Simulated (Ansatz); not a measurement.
CH$_{5}$NO$_{2}$Sn (`O=C[NH][SnH2][OH]`). The species carries charge 0 and has multiplicity 1. Sn takes the def2 core potential. The geometry is a stationary point of PBE0-D4/def2-TZVP. It is one conformer, not always the lowest.

```xyz
10

O    -1.104   -0.070   -1.368
C    -0.227   -0.919   -1.276
N     0.737   -0.829   -0.355
Sn    0.453    0.865    0.801
O    -1.317    0.734    1.610
H    -0.194   -1.793   -1.950
H     1.416   -1.571   -0.285
H     1.547    0.706    2.096
H     0.659    2.235   -0.181
H    -1.970    0.642    0.908
```

Task: What is the dipole moment at PBE/def2-TZVPP? (Best estimate.)

Result: Computed: 3.29 D, with components (2.95, -1.38, -0.44) D in this frame, pointing from negative to positive charge.

Task: And with r2SCAN, B3LYP, ωB97M-V? (Best estimate.)

Result: Ansatz gave: r2SCAN 3.42 D, B3LYP 3.51 D, ωB97M-V 3.56 D.

Task: Give the Mulliken charges with PBE, B3LYP, ωB97M-V in def2-TZVPP. (An estimate is asked.)

Result: Computed: 
```tsv
atom	PBE	B3LYP	ωB97M-V
O1	-0.36	-0.41	-0.42
C2	0.17	0.21	0.24
N3	-0.35	-0.41	-0.40
Sn4	0.86	0.98	0.88
O5	-0.51	-0.55	-0.54
H6	0.06	0.08	0.09
H7	0.15	0.15	0.12
H8	-0.12	-0.13	-0.08
H9	-0.11	-0.11	-0.07
H10	0.19	0.19	0.19
```

B3LYP here is the variant with VWN-RPA as its local correlation; programs differ in this.
